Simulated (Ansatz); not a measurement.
**Worked example: GeH(GeH3)Cl2 + SiH2(CH3)(SiH2) → GeH(GeH3)Cl + CH7ClSi2**

Species: GeH(GeH3)Cl2, singlet; SiH2(CH3)(SiH2), doublet; GeH(GeH3)Cl, doublet; CH7ClSi2 `C[SiH2][SiH2]Cl`, singlet. A radical takes Cl: the energy is the difference in strength between the Ge–Cl bond broken and the Si–Cl bond made.

Shapes, held fixed at every level: PBE0-D4/def2-TZVP. Flexible molecules stand in one conformer, not always the lowest. Programs: Ansatz 0.2.0. Electronic energies: no zero-point or thermal term.

At CCSD(T)/def2-TZVPP; 1 Eh = 2625.50 kJ/mol:

```
        species   energy (Eh)
   GeH(GeH3)Cl2  -5073.159694
SiH2(CH3)(SiH2)   -620.298020
    GeH(GeH3)Cl  -4613.343899
       CH7ClSi2  -1080.127896
```

Task: Work out ΔE of the reaction at this level.

Result: 
1. Products less reactants: (-4613.343899) + (-1080.127896) − [(-5073.159694) + (-620.298020)] = -0.014081 Eh = -37.0 kJ/mol.

Other levels give -52.2 (wB97M-V/def2-TZVPP) to -36.7 kJ/mol (MP2/def2-TZVPP). No measured value is set beside it here. Open shells run unrestricted. Relativity is left out for Ge. Outer-core shells of Ge are correlated in most correlated rows, in sets that cover them unevenly.
